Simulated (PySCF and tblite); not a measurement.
The numbers below are computed, except where a source is named.
C6H9F3O, numbered as in [F:1][C:2]([F:3])([F:4])[C@@H:5]1[CH2:6][CH2:7][CH2:8][O:9][CH2:10]1.

Conformers came from 60 starts (ETKDG and KDG, MMFF94s, GFN2-xTB); geometries are GFN2-xTB. Energies: PBE0-D3(BJ)/pcSseg-1, with GFN2-xTB thermal terms (modes under about 100 cm⁻¹ blended into free rotors). Symmetry numbers and mirror images are counted. Conformers within 2.5 kcal/mol (GFN2-xTB free energy) were kept, 4 at most. GIAO shieldings: PBE0/pcSseg-1. Shifts are against TMS (¹H), TMS (¹³C), CFCl3 (¹⁹F) at the same level; of two unlike H on one atom, a is the less shielded. (PySCF 2.14, tblite 0.8.)

The 6-ring runs over atoms 5–6–7–8–9–10.

```tsv
conformer	shape	symmetry	E(GFN2) kcal/mol	E(DFT) kcal/mol
1	6-ring chair (all substituents equatorial)	C1	0.00	0.00
2	6-ring chair (C2 axial)	C1	1.86	1.13
```

Problem. How much do the weights at 298.15 K and the averaged shift of H10b depend on how the conformers are weighted?

Solution. 
```
                                                              weighting  1 (%)  2 (%)  δ (ppm)  rms dipole (D)
DFT energy with thermal terms, symmetry and mirror images (full scheme)     91      9     3.55            2.36
                             DFT energy with symmetry and mirror images     87     13     3.59            2.40
                                                        bare DFT energy     87     13     3.59            2.40
                        GFN2-xTB energy with symmetry and mirror images     96      4     3.50            2.32
                                                   GFN2-xTB free energy     97      3     3.48            2.30
                                                leading conformer alone    100      0     3.45            2.28
                                                          equal weights     50     50     3.98            2.73
                         full scheme, search stopped after three starts    100      0     3.45            2.28
```

The largest departure from the full scheme, 0.44 ppm, comes with: equal weights.


Conformer gaps in pcSseg-1 on xTB geometries can be 2 kcal/mol off for S=O, P=O and other polar bonds.